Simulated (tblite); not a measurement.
Species: C₄H₁₁BrOSi₂.
SMILES with atom numbers: `[O:1]=[C:2]([CH2:3][CH2:4][SiH3:5])[CH2:6][SiH2:7][Br:8]` (hydrogens: H9, H10 on C3; H11, H12 on C4; H13, H14, H15 on Si5; H16, H17 on C6; H18, H19 on Si7)

Computed with GFN2-xTB (tblite), gas phase: L-BFGS steps from a force-field or distance-geometry start until the largest atomic force falls under 0.01 eV/Å.

Step 40: E = -702.6573 eV
```
atom  x, y, z in Å  |  force x, y, z in eV/Å
O1      0.0455    1.3816    0.4682    0.026  -0.043  -0.030
C2      0.3570    0.2308    0.2541    0.018  -0.054   0.000
C3     -0.5593   -0.9091    0.6038   -0.016   0.008   0.043
C4     -1.8035   -0.8344   -0.2882    0.036  -0.029  -0.009
Si5    -2.8408    0.7566   -0.0786   -0.008   0.008   0.005
C6      1.6666   -0.1159   -0.3898   -0.021   0.006  -0.030
Si7     3.1035    0.6231    0.6188    0.031   0.027   0.007
Br8     3.9251   -1.0191    1.8639   -0.028  -0.028   0.019
H9     -0.8606   -0.7853    1.6467   -0.032  -0.046   0.016
H10    -0.0548   -1.8734    0.4916   -0.048   0.055   0.022
H11    -1.4902   -0.9275   -1.3299   -0.008  -0.030  -0.035
H12    -2.4227   -1.7068   -0.0730   -0.016   0.019   0.007
H13    -4.1075    0.4843   -0.7704    0.003  -0.015   0.002
H14    -2.2233    1.9124   -0.7133    0.023   0.020  -0.018
H15    -3.1069    0.9750    1.3407    0.050  -0.005   0.031
H16     1.7801   -1.1911   -0.5324   -0.024   0.029  -0.005
H17     1.6809    0.3574   -1.3722    0.016   0.039  -0.001
H18     2.7035    1.6580    1.5504   -0.031   0.007  -0.014
H19     4.1976    0.9925   -0.2676    0.029   0.031  -0.009
```

Step 41: E = -702.6583 eV
```
atom  x, y, z in Å  |  force x, y, z in eV/Å
O1      0.0453    1.3801    0.4728    0.014  -0.016  -0.039
C2      0.3559    0.2301    0.2540    0.026  -0.044   0.054
C3     -0.5603   -0.9096    0.6040   -0.013   0.003   0.029
C4     -1.8030   -0.8368   -0.2892    0.012  -0.014  -0.017
Si5    -2.8390    0.7543   -0.0807   -0.032   0.041   0.006
C6      1.6663   -0.1135   -0.3887   -0.029   0.009  -0.033
Si7     3.1047    0.6242    0.6185    0.031   0.009   0.017
Br8     3.9200   -1.0206    1.8660   -0.029  -0.019   0.010
H9     -0.8637   -0.7857    1.6468   -0.015  -0.054  -0.004
H10    -0.0547   -1.8723    0.4884   -0.044   0.035   0.045
H11    -1.4898   -0.9316   -1.3305   -0.004  -0.031  -0.041
H12    -2.4236   -1.7075   -0.0730   -0.018   0.003   0.010
H13    -4.1143    0.4877   -0.7619    0.031  -0.019   0.009
H14    -2.2218    1.9071   -0.7233    0.016   0.006  -0.010
H15    -3.0968    0.9770    1.3401    0.052  -0.004   0.020
H16     1.7799   -1.1878   -0.5346   -0.017   0.018  -0.012
H17     1.6786    0.3642   -1.3684    0.024   0.036  -0.026
H18     2.7063    1.6591    1.5502   -0.033   0.015  -0.011
H19     4.2000    0.9910   -0.2678    0.025   0.028  -0.006
```

Step 42: E = -702.6593 eV
```
atom  x, y, z in Å  |  force x, y, z in eV/Å
O1      0.0456    1.3779    0.4756   -0.002   0.017  -0.037
C2      0.3555    0.2282    0.2545    0.026  -0.016   0.085
C3     -0.5615   -0.9100    0.6051   -0.010  -0.003   0.005
C4     -1.8022   -0.8389   -0.2903   -0.020   0.010  -0.024
Si5    -2.8377    0.7531   -0.0826   -0.034   0.061   0.006
C6      1.6660   -0.1117   -0.3884   -0.016   0.011  -0.026
Si7     3.1065    0.6255    0.6181    0.020  -0.012   0.019
Br8     3.9147   -1.0224    1.8681   -0.029  -0.007   0.001
H9     -0.8672   -0.7871    1.6475   -0.002  -0.053  -0.015
H10    -0.0558   -1.8709    0.4865   -0.027  -0.006   0.062
H11    -1.4891   -0.9359   -1.3315   -0.001  -0.032  -0.034
H12    -2.4250   -1.7073   -0.0724   -0.014  -0.010   0.009
H13    -4.1193    0.4897   -0.7550    0.051  -0.022   0.014
H14    -2.2206    1.9036   -0.7318    0.006  -0.009  -0.001
H15    -3.0869    0.9781    1.3401    0.053  -0.003   0.006
H16     1.7797   -1.1851   -0.5370   -0.007   0.003  -0.024
H17     1.6771    0.3712   -1.3652    0.024   0.028  -0.041
H18     2.7075    1.6601    1.5496   -0.031   0.020  -0.010
H19     4.2031    0.9911   -0.2681    0.015   0.021   0.002
```

Step 43: E = -702.6604 eV
```
atom  x, y, z in Å  |  force x, y, z in eV/Å
O1      0.0453    1.3757    0.4779   -0.017   0.044  -0.024
C2      0.3554    0.2261    0.2570    0.017   0.022   0.081
C3     -0.5631   -0.9109    0.6064   -0.007  -0.007  -0.021
C4     -1.8017   -0.8406   -0.2917   -0.047   0.034  -0.025
Si5    -2.8368    0.7530   -0.0845   -0.016   0.060   0.007
C6      1.6654   -0.1093   -0.3881    0.008   0.014  -0.011
Si7     3.1091    0.6265    0.6179    0.001  -0.026   0.012
Br8     3.9086   -1.0246    1.8702   -0.027   0.003  -0.006
H9     -0.8710   -0.7909    1.6483    0.002  -0.045  -0.015
H10    -0.0575   -1.8700    0.4850   -0.007  -0.051   0.070
H11    -1.4882   -0.9403   -1.3329   -0.002  -0.029  -0.016
H12    -2.4271   -1.7067   -0.0716   -0.005  -0.013   0.004
H13    -4.1237    0.4895   -0.7473    0.059  -0.021   0.016
H14    -2.2207    1.9005   -0.7420   -0.002  -0.021   0.008
H15    -3.0754    0.9807    1.3401    0.051   0.000  -0.006
H16     1.7793   -1.1817   -0.5399    0.003  -0.008  -0.036
H17     1.6761    0.3796   -1.3621    0.018   0.014  -0.041
H18     2.7089    1.6618    1.5485   -0.026   0.018  -0.012
H19     4.2073    0.9909   -0.2684    0.000   0.011   0.016
```

Q: Estimate the geometry and energy of step 44. (The exact step hangs on the optimiser's Hessian estimate; all steps are aligned on step 43, rigid shifts and turns removed.)

A: E = -702.6616 eV, largest force 0.108 eV/Å
```
atom  x, y, z in Å  |  force x, y, z in eV/Å
O1      0.0438    1.3740    0.4812   -0.027   0.054  -0.002
C2      0.3553    0.2244    0.2618    0.000   0.056   0.040
C3     -0.5648   -0.9125    0.6072    0.000  -0.009  -0.039
C4     -1.8022   -0.8419   -0.2936   -0.051   0.045  -0.018
Si5    -2.8362    0.7541   -0.0867    0.015   0.038   0.009
C6      1.6648   -0.1056   -0.3875    0.028   0.014   0.005
Si7     3.1124    0.6272    0.6181   -0.023  -0.028   0.000
Br8     3.9014   -1.0274    1.8727   -0.022   0.007  -0.008
H9     -0.8748   -0.7973    1.6487    0.001  -0.030  -0.010
H10    -0.0592   -1.8702    0.4837    0.009  -0.082   0.069
H11    -1.4873   -0.9451   -1.3347   -0.011  -0.022   0.005
H12    -2.4295   -1.7063   -0.0710    0.005  -0.006  -0.004
H13    -4.1283    0.4871   -0.7372    0.054  -0.018   0.013
H14    -2.2220    1.8961   -0.7559   -0.007  -0.022   0.013
H15    -3.0607    0.9857    1.3398    0.045   0.005  -0.013
H16     1.7787   -1.1773   -0.5438    0.011  -0.009  -0.047
H17     1.6748    0.3903   -1.3587    0.006  -0.005  -0.026
H18     2.7117    1.6644    1.5472   -0.019   0.012  -0.018
H19     4.2123    0.9894   -0.2686   -0.016   0.001   0.031
```

The energy changes by -0.0012 eV. The first-order estimate −F·Δx gives -0.0016 eV and the mean of the old and new forces, exact on a quadratic surface, -0.0012 eV. The step makes an angle of 76° with the force vector and moves no atom by more than 0.016 Å.

The cost below is that of the whole relaxation. Hardware: one thread of an Arm Neoverse V1, shared host. Cost: 2.4 s.
